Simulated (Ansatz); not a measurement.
Born–Oppenheimer molecular dynamics of C3H9ClSi (14 atoms, charge 0, multiplicity 1). It starts from a relaxed structure.

All numbers below come from RKS PBE-D4/def2-SVP (Ansatz 0.2.0).

```
ensemble                      : NVE (velocity Verlet)
time step                     : 0.5 fs
steps asked                   : 150
starting velocities drawn for : 1500 K
seed                          : 878732
```

First frame:

```xyz
14
Properties=species:S:1:pos:R:3
Si 0.007 -0.040 -0.055
Cl 0.039 -0.246 2.043
C 1.794 0.047 -0.639
H 2.349 -0.870 -0.356
H 1.837 0.151 -1.744
H 2.316 0.917 -0.191
C -0.925 1.546 -0.449
H -1.965 1.501 -0.067
H -0.428 2.423 0.014
H -0.967 1.711 -1.546
C -0.874 -1.549 -0.755
H -1.908 -1.622 -0.359
H -0.931 -1.488 -1.862
H -0.337 -2.482 -0.487
```

(1) How far do the bonds stretch over the last three quarters of this one trajectory? (Pairs bonded in most of those frames.)

Results:

(1) 
```
   bond  mean (Å)  spread (Å)  shortest  longest
Si1–Cl2     2.123       0.031      2.08     2.17
 Si1–C3     1.894       0.017      1.86     1.92
 Si1–C7     1.900       0.060      1.82     2.01
Si1–C11     1.900       0.073      1.81     2.03
  C3–H4     1.144       0.101      0.99     1.30
  C3–H5     1.121       0.041      1.04     1.20
  C3–H6     1.118       0.033      1.06     1.18
  C7–H8     1.112       0.016      1.08     1.15
  C7–H9     1.115       0.027      1.07     1.16
 C7–H10     1.124       0.055      1.04     1.20
C11–H12     1.117       0.035      1.06     1.18
C11–H13     1.150       0.112      0.98     1.31
C11–H14     1.115       0.035      1.05     1.18
```

Mean temperature of the second half: 805 K. The conserved energy stayed within 1.5 meV per atom of its start (net change 0.85 meV per atom), so the integration is sound. Over the second half the temperature averaged 0.54 of the 1500 K drawn at the start: a run that starts near a minimum puts about half its kinetic energy into the potential. A run of 0.075 ps of so small a system gives no equilibrium averages.

Run time: 6.8 min on 2 threads of Arm Neoverse V1 (shared host), peak memory 0.16 GiB.
